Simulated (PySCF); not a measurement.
H3IMgOSi. Atoms are numbered in the order given.

```xyz
7

Mg     0.0000     0.0000    -0.6766
I      0.0000     0.0000     1.8745
O      0.0000     0.0000    -2.4670
Si     0.0000     0.0000    -4.1106
H     -1.2092     0.6982    -4.6490
H      0.0000    -1.3963    -4.6490
H      1.2092     0.6982    -4.6490
```

Coordinates come from a B3LYP-D3(BJ)/def2-SVP optimisation. The structure was generated by enumeration; whether it is a known compound was not checked. The def2 effective core potentials stand for the cores of I; spin–orbit coupling is left out. One conformer was computed; it need not be the lowest.

All values below come from PySCF 2.14.0 with B3LYP-D3(BJ)/def2-SVP.

Frequencies are harmonic and unscaled.

Modes within 1.5 cm⁻¹ of each other (mostly degenerate sets) share a row, with their intensities summed.

Computed normal modes with their intensities:
| mode | ν (cm⁻¹) | IR (km/mol) | Raman (Å⁴/amu) | depolarisation | moving atoms (share of kinetic energy) |
|---|---|---|---|---|---|
| 1–2 | 52 | 4.5 | 0.9 | 0.75 | Mg 36 %, O 29 %, Si 18 %, H 12 % |
| 3–4 | 143 | 92.6 | 1.4 | 0.75 | Mg 50 %, O 44 % |
| 5 | 204 | 4.1 | 9.8 | 0.25 | Si 36 %, I 35 %, O 15 %, Mg 10 % |
| 6 | 578 | 43.0 | 2.9 | 0.17 | Mg 70 %, Si 24 % |
| 7–8 | 740 | 129.7 | 15.8 | 0.75 | H 83 %, Si 9 % |
| 9–10 | 964 | 179.0 | 55.7 | 0.75 | H 96 % |
| 11 | 1012 | 472.5 | 21.1 | 0.73 | H 88 %, Si 12 % |
| 12 | 1078 | 450.9 | 3.1 | 0.34 | O 76 %, Si 13 % |
| 13–14 | 2189 | 384.1 | 201.8 | 0.75 | H 96 % |
| 15 | 2202 | 122.4 | 227.9 | 0.01 | H 99 % |
